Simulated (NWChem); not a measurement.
System: AlIClF; SMILES [I][Al]([Cl])[F]

The following NWChem deck was run.

```
start job
memory heap 200 mb stack 900 mb global 1100 mb
geometry units angstroms noautoz
  Al    -0.426559    -1.055874     0.000000
  Cl     1.016795    -2.551203     0.000000
  F     -2.016800    -1.510757     0.000000
  I      0.139973     1.311733     0.000000
end
basis spherical
  * library def2-svp
end
ecp
  I library def2-ecp
end
dft
  xc xwpbe 1.00 cpbe96 1.0 hfexch 1.00
  cam 0.25 cam_alpha 0.0 cam_beta 1.0
  iterations 150
  vectors input atomic output neutral.movecs
end
task dft energy
charge 1
dft
  odft
  mult 2
  vectors input atomic output cation.movecs
end
task dft energy
```

Parts of the log:

```
             Northwest Computational Chemistry Package (NWChem) 7.3.0
             --------------------------------------------------------

 CS  symmetry detected

                             Geometry "geometry" -> ""
                             -------------------------

 Output coordinates in angstroms (scale by  1.889725989 to convert to a.u.)

  No.       Tag          Charge          X              Y              Z
 ---- ---------------- ---------- -------------- -------------- --------------
    1 Al                  13.0000    -0.43148214    -1.04564562     0.00000000
    2 Cl                  17.0000     1.02048019    -2.53261737     0.00000000
    3 F                    9.0000    -2.01907065    -1.50970134     0.00000000
    4 I                   53.0000     0.12137246     1.32519246     0.00000000

 Effective nuclear repulsion energy (a.u.)     460.1420371992

      Symmetry information
      --------------------

 Group name             Cs
 Group number              2
 Group order               2
 No. of unique centers     4

 Summary of "ao basis" -> "ao basis" (spherical)
 ------------------------------------------------------------------------------
       Tag                 Description            Shells   Functions and Types
 ---------------- ------------------------------  ------  ---------------------
 Al                         def2-svp                 8       18   4s3p1d
 Cl                         def2-svp                 8       18   4s3p1d
 F                          def2-svp                 6       14   3s2p1d
 I                          def2-svp                10       26   4s4p2d

      Symmetry analysis of basis
      --------------------------

        a'         54
        a"         22

            General Information
            -------------------
          SCF calculation type: DFT
          Wavefunction type:  closed shell.
          No. of atoms     :     4
          No. of electrons :    64
           Alpha electrons :    32
            Beta electrons :    32
          Charge           :     0
          Spin multiplicity:     1
          Use of symmetry is: on ; symmetry adaption is: on
          Maximum number of iterations: 150
          AO basis - number of functions:    76
                     number of shells:    32
          Convergence on energy requested:  1.00D-06
          Convergence on density requested:  1.00D-05
          Convergence on gradient requested:  5.00D-04

              XC Information
              --------------
                     Hartree-Fock (Exact) Exchange  1.000
                     LC-wPBE(h)Exchange Functional  1.000
            Perdew 1991 LDA Correlation Functional  1.000 local
           PerdewBurkeErnz. Correlation Functional  1.000 non-local

           Range-Separation Parameters
           ---------------------------
           Alpha           :  0.00
           Beta            :  1.00
           Gamma           :  0.25
           Short-Range HF  :     F

             Grid Information
             ----------------
          Grid used for XC integration:  medium
          Radial quadrature: Mura-Knowles
          Angular quadrature: Lebedev.
          Tag              B.-S. Rad. Rad. Pts. Rad. Cut. Ang. Pts.
          ---              ---------- --------- --------- ---------
          Al                  1.25       88           9.0       590
          Cl                  1.00       88          11.0       590
          F                   0.50       49          10.0       434
          I                   1.40      123          10.0       590
          Grid pruning is: on
          Number of quadrature shells:   348
          Spatial weights used:  Erf1

      Superposition of Atomic Density Guess
      -------------------------------------

 Sum of atomic energies:       -1147.53456766

      Non-variational initial energy
      ------------------------------

 Total energy =   -1097.539684
 1-e energy   =   -2186.364835
 2-e energy   =     808.935899
 HOMO         =      -0.364875
 LUMO         =      -0.029953

      Symmetry analysis of molecular orbitals - initial
      -------------------------------------------------

  Numbering of irreducible representations:

     1 a'          2 a"

  Orbital symmetries:

     1 a'          2 a'          3 a'          4 a'          5 a'
     6 a'          7 a"          8 a'          9 a'         10 a'
    11 a"         12 a'         13 a'         14 a'         15 a"
    16 a'         17 a'         18 a"         19 a'         20 a"
    21 a'         22 a'         23 a'         24 a'         25 a'
    26 a"         27 a'         28 a'         29 a"         30 a'
    31 a"         32 a'         33 a'         34 a"         35 a'
    36 a'         37 a'         38 a'         39 a"         40 a'
    41 a'         42 a"

   convergence    iter        energy       DeltaE   RMS-Dens  Diis-err
 ---------------- ----- ----------------- --------- --------- ---------
 d= 0,ls=0.0,diis     1  -1099.6265375797 -1.38D+03  1.61D-02  7.91D-01
 d= 0,ls=0.0,diis     2  -1099.6307268153 -4.19D-03  7.12D-03  1.04D+00
 d= 0,ls=0.0,diis     3  -1099.7160468624 -8.53D-02  1.39D-03  1.79D-02
 d= 0,ls=0.0,diis     4  -1099.7174937250 -1.45D-03  4.96D-04  2.15D-03
 d= 0,ls=0.0,diis     5  -1099.7177842773 -2.91D-04  1.19D-04  3.26D-05
  Resetting Diis
 d= 0,ls=0.0,diis     6  -1099.7177924569 -8.18D-06  3.01D-05  2.16D-06
 d= 0,ls=0.0,diis     7  -1099.7177930673 -6.10D-07  7.69D-06  1.22D-07

         Total DFT energy =    -1099.717793067294
      One electron energy =    -2187.860890237840
           Coulomb energy =      887.597782372211
    Exchange-Corr. energy =      -79.343937365222
 Nuclear repulsion energy =      279.889252163556

 Numeric. integr. density =       63.999999121559

                  Occupations of the irreducible representations
                  ----------------------------------------------

                     irrep           alpha         beta
                     --------     --------     --------
                     a'               24.0         24.0
                     a"                8.0          8.0

                       DFT Final Molecular Orbital Analysis
                       ------------------------------------

 Vector   30  Occ=2.000000D+00  E=-4.195735D-01  Symmetry=a'
              MO Center=  6.1D-01, -1.4D+00,  1.3D-14, r^2= 4.6D+00
   Bfn.  Coefficient  Atom+Function         Bfn.  Coefficient  Atom+Function
  ----- ------------  ---------------      ----- ------------  ---------------
    30      0.418076  2 Cl py                27      0.321200  2 Cl py
    29      0.297083  2 Cl px                62      0.273379  4 I  py
    26      0.227151  2 Cl px                65      0.214963  4 I  py
    24      0.186607  2 Cl py                61      0.163661  4 I  px
    64      0.132716  4 I  px                23      0.131840  2 Cl px

 Vector   31  Occ=2.000000D+00  E=-3.763551D-01  Symmetry=a"
              MO Center=  1.1D-01,  1.1D+00,  5.3D-15, r^2= 2.5D+00
   Bfn.  Coefficient  Atom+Function         Bfn.  Coefficient  Atom+Function
  ----- ------------  ---------------      ----- ------------  ---------------
    63      0.596173  4 I  pz                66      0.517524  4 I  pz
    60     -0.241463  4 I  pz                57     -0.195735  4 I  pz
    31     -0.113925  2 Cl pz                28     -0.079798  2 Cl pz
    10      0.062760  1 Al pz                15      0.057354  1 Al d -1
    42      0.054528  3 F  pz                25     -0.046692  2 Cl pz

 Vector   32  Occ=2.000000D+00  E=-3.693125D-01  Symmetry=a'
              MO Center=  1.2D-01,  1.0D+00,  1.5D-15, r^2= 2.8D+00
   Bfn.  Coefficient  Atom+Function         Bfn.  Coefficient  Atom+Function
  ----- ------------  ---------------      ----- ------------  ---------------
    61      0.583716  4 I  px                64      0.494930  4 I  px
    58     -0.234794  4 I  px                55     -0.190320  4 I  px
    62     -0.152056  4 I  py                30     -0.137640  2 Cl py
    65     -0.128762  4 I  py                27     -0.102280  2 Cl py
    41     -0.080956  3 F  py                29     -0.072900  2 Cl px

 Vector   33  Occ=0.000000D+00  E= 8.951160D-03  Symmetry=a'
              MO Center= -2.4D-01, -6.0D-01,  2.4D-15, r^2= 4.9D+00
   Bfn.  Coefficient  Atom+Function         Bfn.  Coefficient  Atom+Function
  ----- ------------  ---------------      ----- ------------  ---------------
     4      1.031803  1 Al s                 65      0.536077  4 I  py
     3      0.474389  1 Al s                 54     -0.365755  4 I  s
     2      0.292793  1 Al s                 22     -0.289583  2 Cl s
    62      0.265759  4 I  py                53     -0.260696  4 I  s
    30     -0.258843  2 Cl py                29      0.204104  2 Cl px

 Vector   34  Occ=0.000000D+00  E= 2.405906D-02  Symmetry=a"
              MO Center= -3.3D-01, -9.0D-01, -2.1D-13, r^2= 4.2D+00
   Bfn.  Coefficient  Atom+Function         Bfn.  Coefficient  Atom+Function
  ----- ------------  ---------------      ----- ------------  ---------------
    13      0.765554  1 Al pz                10      0.399839  1 Al pz
    31     -0.278648  2 Cl pz                66     -0.269026  4 I  pz
     7     -0.197212  1 Al pz                42      0.182756  3 F  pz
    63     -0.182013  4 I  pz                45     -0.170801  3 F  pz
    28     -0.144422  2 Cl pz                73     -0.101738  4 I  d -1

[...]
```

Level: LC-wPBE (HJS exchange hole, range parameter 0.25 per bohr)/def2-SVP with def2 effective core potentials on I, vertical spin-unrestricted ions. Structure relaxed at the PBE0/def2-SVP level. def2 effective core potentials on I; no spin-orbit coupling.
